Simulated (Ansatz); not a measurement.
Start from `O=CC[SiH3]` and change one element to get `[SiH3]CC=[Se]`.

Ansatz, PBE0-D4/def2-TZVP geometries, multiplicity 1. Each molecule was computed in one conformer, which needn't be the lowest.

Scalar relativity is left out up to krypton.

```csv
property,`O=CC[SiH3]`
LUMO energy (PBE0/def2-TZVPP) / eV,-0.87
HOMO energy (ωB97M-V/def2-TZVPP) / eV,-10.11
LUMO energy (B3LYP/def2-TZVPP) / eV,-1.16
LUMO energy (PBE/def2-TZVPP) / eV,-2.10
LUMO energy (ωB97M-V/def2-TZVPP) / eV,1.46
HOMO–LUMO gap (B3LYP/def2-TZVPP) / eV,6.32
```

(1) What does the change do to each property? (Estimate.)

Answers

(1) Computed: 
```
                             property  `[SiH3]CC=[Se]`  shift
   LUMO energy (PBE0/def2-TZVPP) / eV            -2.37  -1.50
HOMO energy (ωB97M-V/def2-TZVPP) / eV            -8.35   1.76
  LUMO energy (B3LYP/def2-TZVPP) / eV            -2.54  -1.38
    LUMO energy (PBE/def2-TZVPP) / eV            -3.20  -1.10
LUMO energy (ωB97M-V/def2-TZVPP) / eV            -0.34  -1.80
HOMO–LUMO gap (B3LYP/def2-TZVPP) / eV             3.39  -2.93
```

With PBE0 the HOMO rises by 1.53 eV and the LUMO falls by 1.50 eV, so the gap narrows by about 3.03 eV. PBE moves the HOMO by 1.09 eV and ωB97M-V by 1.76 eV.

B3LYP here is the variant with VWN-RPA as its local correlation; programs differ in this.

Spin–orbit coupling is left out; it splits and shifts lone-pair levels of the heavy atoms by tenths of an eV.
